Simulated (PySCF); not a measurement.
CH₅AlOSe. Atoms are numbered in the order given.

```xyz
9

Al    -0.8122     0.4977     0.2217
C     -2.5414    -0.3637     0.0661
H     -2.4723    -1.3935    -0.3158
H     -3.1963     0.2096    -0.6103
H     -3.0422    -0.3968     1.0476
O     -0.7474     2.1157     0.7480
H      0.0213     2.6716     0.8761
Se     1.1314    -0.6698    -0.3021
H      2.0072     0.4702     0.0112
```

Coordinates come from a PBE0-D3(BJ)/def2-SVP optimisation. The structure was generated by enumeration; whether it is a known compound was not checked. The values are those of a single conformer.

The numbers are results of PySCF with PBE/pcSseg-1, not measurements.

GIAO shieldings, no solvent; atoms alike by connectivity are averaged. δ = σ(ref) − σ: ¹³C against TMS (σ = 182.0 ppm); ¹H against TMS (σ = 31.49 ppm); ¹⁷O against H2O (σ = 334.3 ppm); ⁷⁷Se against Me2Se (σ = 1634.8 ppm), references at their B3LYP-D3(BJ)/def2-TZVP geometries, non-relativistic.

```
atoms       nucleus  count  δ (ppm)
----------  -------  -----  -------
C2              ¹³C      1    -10.7
H7               ¹H      1      [?]
H9               ¹H      1      [?]
H3, H4, H5       ¹H      3      [?]
O6              ¹⁷O      1     81.9
Se8            ⁷⁷Se      1   -473.3
```

Question: Some entries are withheld; supply them. (Estimate from the structure and the level; the computed values follow.)

Answer: 
- H9, δ (ppm): 0.44
- H7, δ (ppm): 2.69
- H3, H4, H5, δ (ppm): 0.11
